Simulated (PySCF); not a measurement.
**TaO₂⁺ + 2 H₂O → TaH₄⁺ + 2 O₂**

Level: PBE0 in the def2-TZVP basis family, computed in PySCF with density fitting; scalar-relativistic core potentials for atoms from Rb on, none lighter, no spin–orbit coupling; open shells unrestricted.

```
species                             state and structure      E (Eh)  ZPE (kJ/mol)  H(298 K) − H(0) (kJ/mol)  S° (J/(mol K))
  TaO₂⁺  singlet, C2v, Ta–O 1.688 Å (×2); O–Ta–O 103.5°  -207.08293          14.8                      10.9           272.8
    H₂O    singlet, C2v, O–H 0.960 Å (×2); H–O–H 105.1°   -76.37736          56.5                       9.9           188.7
  TaH₄⁺                  singlet, Td, Ta–H 1.731 Å (×4)   -58.98061          68.8                      11.5           234.8
     O₂                       triplet, D∞h, O–O 1.193 Å  -150.23561          10.3                       8.7           204.9
```

What is the electronic reaction energy?

At PBE0/def2-TZVP, ΔE = 1013.0 kJ/mol from the differences of the total energies times 2625.5, uphill. 

Add zero-point, thermal and entropy terms for 298.15 K and 1 bar.

ΔZPE = -38.4 and Δ[H(298) − H(0)] = -1.8 kJ/mol give ΔH° = 972.8 kJ/mol. ΔS° = -5.6 J/(mol K), so ΔG° = 972.8 − 298.15 × (-0.0056) = 974 kJ/mol.

Spin–orbit coupling can matter for TaO₂⁺, TaH₄⁺ and is left out. The structures come from searches over a few start shapes, so lower isomers are not excluded.
